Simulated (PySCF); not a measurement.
# Correlation energy of Lu (lutetium, neutral)

[Xe] 4f14 6s2 7s1, 2S determinant (an excited configuration). Calculation: PySCF 2.14, in x2c-TZVPPall with one added diffuse shell each of s, p, d type (12s8p8d2f2g, 108 functions); the spin-free X2C one-electron Hamiltonian (Gaussian nucleus). Frozen: [Ar] 3d10; 43 electrons correlated.

MP2 pair energies summed by pair of shells (mhartree):

```
 pair   energy  share (%)
4f-4f  -307.04       29.0
4f-5p  -227.17       21.4
5p-5p  -113.23       10.7
4d-4d   -84.92        8.0
4d-4f   -69.17        6.5
5p-6s   -38.88        3.7
4f-5s   -30.80        2.9
4p-4f   -29.43        2.8
4f-6s   -21.64        2.0
6s-6s   -19.68        1.9
4d-5s   -18.11        1.7
5s-5p   -17.97        1.7
4s-4d   -15.38        1.5
4d-5p   -14.55        1.4
4p-4d   -14.32        1.4
4p-4p    -7.01        0.7
6s-7s    -5.32        0.5
5s-5s    -5.14        0.5
4p-5p    -5.03        0.5
4s-4f    -3.24        0.3
5s-6s    -1.83        0.2
5p-7s    -1.82        0.2
4d-6s    -1.78        0.2
4s-4p    -1.59        0.1
4p-5s    -1.45        0.1
4s-4s    -1.07        0.1
4f-7s    -1.03        0.1
4s-5s    -0.50        0.0
4s-5p    -0.27        0.0
4p-6s    -0.21        0.0
```

Total MP2 correlation energy: -1059.8 mhartree.

Same-spin part -399.43 and opposite-spin part -660.37 mhartree; SCS-MP2 scales them by 1/3 and 6/5 to -925.59 mhartree.

This basis was not built for core-valence correlation, so the inner-shell part is incomplete.
